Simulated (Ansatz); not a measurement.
Mulliken charges of `F/C=[C](/F)[AlH2]` from B3LYP/def2-TZVPP in Ansatz (PBE0-D4/def2-TZVP geometry).

```csv
atom,x (Å),y (Å),z (Å),charge (e)
F1,-1.435,-0.302,0.148,-0.205
C2,-0.643,0.562,0.924,0.125
C3,0.595,0.554,0.466,-0.034
F4,1.554,1.291,1.024,-0.199
Al5,0.383,-0.728,-1.035,0.475
H6,-1.206,1.037,1.714,0.143
H7,0.685,-2.256,-0.768,-0.153
H8,0.066,-0.157,-2.474,-0.153
```

Q: By hand: the dipole of these point charges (1 e Å = 4.8032 D).

A: Σ q r = (-0.221, 0.028, 0.115) e Å, of length 0.251 e Å = 1.21 D.

Q: How does the dipole of the full density compare? (Best estimate.)

A: Ansatz gave: (-0.160, 0.093, 0.173) e Å, 1.22 D; the point charges give 0.99 times that, at 24° from its direction.

Point charges leave out the atoms' own dipoles, such as those of lone pairs, and Mulliken's split depends on the basis, so the two needn't agree.

B3LYP here is the variant with VWN-RPA as its local correlation; programs differ in this.
